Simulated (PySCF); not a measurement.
In(OH)2(OSiH3) (H₅InO₃Si), SMILES [OH][In]([OH])[O][SiH3]. Coordinates come from a PBE-D3(BJ)/def2-SVP optimisation. The structure was generated by enumeration; whether it is a known compound was not checked. The def2 effective core potentials stand for the cores of In; spin–orbit coupling is left out. One conformer was computed; it need not be the lowest.

Computed equilibrium geometry at PBE-D3(BJ)/def2-SVP (PySCF confirms it by a frequency run) as bond lengths and angles, and its point group (one conformer of several):
point group Cs.
Atoms: In1 O2 H3 O4 H5 O6 Si7 H8 H9 H10. Bonded distances (Å): In1–O2 2.015, In1–O4 2.021, In1–O6 2.006, O2–H3 0.978, O4–H5 0.978, O6–Si7 1.674, Si7–H8 1.510, Si7–H9 1.505, Si7–H10 1.510. Angles (°): O2–In1–O4 129.4, O2–In1–O6 114.2, O4–In1–O6 116.4, In1–O2–H3 109.2, In1–O4–H5 109.6, In1–O6–Si7 131.2, O6–Si7–H8 112.2, O6–Si7–H9 107.7, O6–Si7–H10 112.2, H8–Si7–H9 108.5, H8–Si7–H10 107.7, H9–Si7–H10 108.5.
